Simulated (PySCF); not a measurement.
**Fractional electron number in I⁺ (iodine, charge +1)**

The 5p beta orbital of [Kr] 4d10 5s2 5p4 is emptied in steps (occupation f), with all orbitals relaxed, ending at [Kr] 4d10 5s2 5p3. Computed with PySCF 2.14 in aug-cc-pVTZ-PP with ECP28MDF (6s5p4d2f, 55 functions), with a scalar-relativistic core potential. The exact energy is a straight line in f; departures are measured from the line between the end points of the same method.

Question: Among UHF, LDA, PBE, PBE0, r2SCAN, LC-wPBE, BHandHLYP, wB97X, r2SCAN0, HSE06, which shows the largest delocalisation error (convex curve), and which is closest to linear?

Answer: Most convex: LDA (-1.046 eV at f = 0.4); closest to linear: LC-wPBE (-0.061 eV).

```
  f  UHF (eV)  LDA (eV)  PBE (eV)  PBE0 (eV)  r2SCAN (eV)  LC-wPBE (eV)  BHandHLYP (eV)  wB97X (eV)  r2SCAN0 (eV)  HSE06 (eV)
  1     0.000     0.000     0.000      0.000        0.000         0.000           0.000       0.000         0.000       0.000
0.8     0.110    -0.695    -0.670     -0.478       -0.621        -0.045          -0.312      -0.146        -0.446      -0.551
0.6     0.162    -1.045    -1.004     -0.715       -0.921        -0.064          -0.471      -0.232        -0.660      -0.827
0.4     0.158    -1.046    -1.003     -0.713       -0.904        -0.061          -0.475      -0.249        -0.646      -0.825
0.2     0.103    -0.698    -0.668     -0.474       -0.584        -0.038          -0.321      -0.179        -0.416      -0.548
  0     0.000     0.000     0.000      0.000        0.000         0.000           0.000       0.000         0.000       0.000
```

| method | E(f=0) − E(f=1) (eV) | −ε at f=1 (eV) | −ε at f=0.4 (eV) |
| --- | --- | --- | --- |
| UHF | 17.661 | 18.365 | 17.513 |
| LDA | 19.012 | 14.678 | 19.880 |
| PBE | 18.704 | 14.521 | 19.545 |
| PBE0 | 18.722 | 15.731 | 19.328 |
| r2SCAN | 18.733 | 14.821 | 19.590 |
| LC-wPBE | 18.831 | 18.545 | 18.900 |
| BHandHLYP | 18.742 | 16.808 | 19.113 |
| wB97X | 18.955 | 18.085 | 19.072 |
| r2SCAN0 | 18.748 | 15.935 | 19.370 |
| HSE06 | 18.773 | 15.332 | 19.469 |

Reference removal energy between the ground levels: 19.131 eV (measured; NIST Atomic Spectra Database, ionization energies). The calculation has no spin-orbit coupling. UHF lacks correlation.
